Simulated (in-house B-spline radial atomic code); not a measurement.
Results of a calculation; reference values are marked as such.
**Making a Troullier-Martins s channel for Rb, r_c = 1.45 bohr**

Rb, [Kr] 5s1, non-relativistic LDA (VWN5), spherical and spin-unpolarised, from a B-spline radial code for spherical atoms (atomic units). The all-electron 4s level is ε = -1.135050 hartree, its outermost node lies just inside 0.64 bohr and its outer maximum at 1.28 bohr.

Inside r_c the pseudo-orbital is u(r) = r^1 exp(p(r)), with p = c0 + c2 r² + c4 r⁴ + … + c12 r¹². The seven coefficients follow from p and its first four derivatives at r_c, from zero curvature of the screened potential at the origin, c4 = −c2²/(2l + 5), and from the norm inside r_c. At r_c the all-electron orbital has P = 0.904038, P' = -0.3624267, the screened potential V = -1.99173, V' = 3.147551, V'' = -6.74186, and the norm inside is Q = 0.5211691.

Task: What are p, p' and p'' at r_c?

Result: p = ln(P/r_c^1) = ln(0.904038/1.45) = -0.47245. p' = P'/P − 1/r_c = -0.40090 − 0.68966 = -1.09055. The radial equation gives p'' = 2(V − ε) − 2(1) p'/r_c − p'² = -1.71336 − (-1.50421) − 1.18931 = -1.39845. Differentiating, p''' = 2V' + 2(1)p'/r_c² − 2(1)p''/r_c − 2p'p'' = 4.1364, and p'''' = 2V'' − 4(1)p'/r_c³ + 4(1)p''/r_c² − 2(1)p'''/r_c − 2p''² − 2p'p''' = -15.308.

For a trial c2 the five matching conditions are linear in c0, c6, c8, c10 and c12, and c2 is varied until the norm inside r_c equals Q. The root nearest zero gives:

| n | c_n |
| --- | --- |
| 0 | -1.040383 |
| 2 | 1.520085 |
| 4 | -0.4621314 |
| 6 | -0.59718 |
| 8 | 0.4733949 |
| 10 | -0.1329091 |
| 12 | 0.01360318 |

Task: Check c4 and p(r_c), and find the screened pseudopotential at the origin.

Result: −c2²/5 = -0.462131, as listed. The terms c_n r_c^n are -1.04038, 3.19598, -2.04285, -5.55026, 9.25055, -5.46053, 1.17505, which sum to -0.47245. Inverting the radial equation, V_l(r) = ε + 1 p'/r + (p'' + p'²)/2, so V_l(0) = ε + (2l + 3) c2 = -1.13505 + 3 × (1.52008) = 3.4252 hartree, finite where the all-electron potential diverges.

Orbitals and screened potentials:

| r (bohr) | P | u | V all-electron | V pseudo |
| --- | --- | --- | --- | --- |
| 0.145 | 0.279 | 0.05288 | -152.0 | 3.417 |
| 0.362 | -0.469 | 0.1547 | -34.84 | 3.134 |
| 0.58 | -0.1481 | 0.3188 | -13.99 | 1.782 |
| 0.798 | 0.4429 | 0.5628 | -7.291 | -0.845 |
| 1.015 | 0.8091 | 0.8125 | -4.381 | -3.0 |
| 1.232 | 0.934 | 0.9331 | -2.875 | -2.936 |
| 1.45 | 0.904 | 0.904 | -1.992 | -1.992 |

Logarithmic derivatives P'/P at R = 1.75 bohr, for energies E around ε:

```json
{"E − ε (hartree)": "-0.5", "all-electron": "0.17899", "pseudo": "0.176273"}
{"E − ε (hartree)": "-0.25", "all-electron": "-0.245842", "pseudo": "-0.24684"}
{"E − ε (hartree)": "-0.1", "all-electron": "-0.559943", "pseudo": "-0.56015"}
{"E − ε (hartree)": "0", "all-electron": "-0.803478", "pseudo": "-0.803479"}
{"E − ε (hartree)": "0.1", "all-electron": "-1.08231", "pseudo": "-1.08262"}
{"E − ε (hartree)": "0.25", "all-electron": "-1.58898", "pseudo": "-1.59161"}
{"E − ε (hartree)": "0.5", "all-electron": "-2.81892", "pseudo": "-2.83909"}
```

Task: With P(R) = 0.749496 and a norm of 0.7297641 inside R, what slope in energy does norm conservation fix?

Result: d(P'/P)/dE = −2 × (norm inside R)/P(R)² = -2.5982 per hartree·bohr at E = ε, for both atoms, since orbital and norm agree at R. Differences over ±0.1 hartree give -2.6118 (all-electron) and -2.6123 (pseudo), which also hold third-order terms. Half a hartree below ε the two curves differ by -0.0027.
